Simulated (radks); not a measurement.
The numbers below are computed, except where a source is named.
Co3+, 24 electrons, occupied as [Ar] 3d5 6s1 (not the ground configuration). Code: a radial shooting solver on a logarithmic mesh with Libxc functionals. Model: non-relativistic Kohn-Sham, PBEsol, spin-polarised, spherical densities, point nucleus; open shells are filled with parallel spins first. Some entries of the table are withheld. Estimate them.

orbital,occ.,eigenvalue (eV),<1/r> (bohr^-1),r(max) (bohr)
1s up,1,-7565.278,26.50,0.03752
1s down,1,-7565.266,26.50,0.03752
2s up,1,-941.3100,5.696,0.2164
2s down,1,-937.9426,5.710,0.2161
2p up,3,-824.8493,5.654,0.1734
2p down,3,-822.3365,5.666,0.1732
3s up,1,-157.3419,1.841,0.6719
3s down,1,-150.7745,1.827,0.6735
3p up,3,-122.2208,(1),0.6739
3p down,3,-115.7262,(2),0.6765
3d up,5,-63.8876,1.466,0.6346
3d down,0,-57.4940,1.435,0.6440
6s up,1,-10.6955,0.1934,7.390

Answer. 
(1) 3p up <1/r> (bohr^-1): 1.729
(2) 3p down <1/r> (bohr^-1): 1.712
